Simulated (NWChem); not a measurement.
# BNH$_{2}$F$_{2}$; SMILES NB(F)F

```xyz
6

B      0.0000    -0.0387     0.0000
F      1.1398    -0.7229     0.0000
F     -1.1345    -0.7315     0.0000
N     -0.0050     1.3556     0.0000
H     -0.8585     1.8948     0.0000
H      0.8455     1.8996     0.0000
```
Atoms are numbered in this order, from 1.

Program: NWChem. All runs use the structure optimised with PBE0/def2-SVP. B3LYP is NWChem's, with the RPA form of VWN correlation. Ions are spin-unrestricted doublets at the neutral geometry; other ion states weren't tried.

For level B3LYP/def2-SVP:

```yaml
"−ε(HOMO) (eV)": 8.08
```

Q: Estimate the same quantities for level PBE/def2-SVP.

A: −ε(HOMO) (eV): 6.76
